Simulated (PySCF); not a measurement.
C₆H₁₃PS.
Geometry (PBE0-D3(BJ)/def2-SVP, Å), atoms numbered from 1 in this order:
```
atom  x, y, z in Å
C1     2.5951   -1.0744   -0.8660
C2     1.8803   -0.5024    0.1024
P3     0.4210    0.5088   -0.2762
C4     0.7599    2.0789    0.5847
S5     0.0396    0.7078   -2.1839
C6    -0.9405   -0.2925    0.6891
C7    -1.1690   -1.7053    0.1671
C8    -2.2058    0.5540    0.6175
H9     2.2996   -0.9345   -1.9130
H10    3.4767   -1.6843   -0.6477
H11    2.1474   -0.6209    1.1604
H12    0.9417    1.9182    1.6584
H13   -0.0945    2.7546    0.4437
H14    1.6456    2.5326    0.1192
H15   -0.5754   -0.3323    1.7325
H16   -0.2686   -2.3303    0.2604
H17   -1.9841   -2.1909    0.7256
H18   -1.4467   -1.6722   -0.8980
H19   -2.4993    0.7072   -0.4327
H20   -2.0773    1.5420    1.0842
H21   -3.0320    0.0454    1.1380
```

Level: PBE0/pcSseg-1 in PySCF, non-relativistic, on one gas-phase PBE0-D3(BJ)/def2-SVP geometry that isn't relaxed in the solvent. The solvent is an IEF-PCM continuum (Bondi radii, 1.10 Å for H, scaled by 1.2). Only the electrostatic response of the medium enters.

```tsv
run	E − E(gas) (kJ/mol)	HOMO (eV)	HOMO–LUMO gap (eV)	dipole (D)
gas	0.00	-6.30	5.57	4.51
P	-35.23	-6.77	6.17	6.87
Q	-24.17	-6.60	5.98	6.05
```

Question: The runs were made in chloroform and dimethylsulfoxide. Which run belongs to which solvent?

Answer: P = dimethylsulfoxide, Q = chloroform. The dielectric constants are 4.711 (chloroform), 46.83 (dimethylsulfoxide), and the energy falls further as ε rises. In this model the ground state sees the solvent through ε alone.

Question: How constant is the ratio of the lowering to (ε − 1)/(2ε + 1)?

Answer: 
```csv
solvent,(ε − 1)/(2ε + 1),E − E(gas) (kJ/mol),ratio (kJ/mol),polarisation term (kJ/mol)
chloroform,0.356,-24.17,-67.9,-29.35
dimethylsulfoxide,0.484,-35.23,-72.8,-47.01
```

The ratio changes by +7.2 % in size from chloroform to dimethylsulfoxide. The polarisation term is half the interaction of the solute with the induced surface charges.
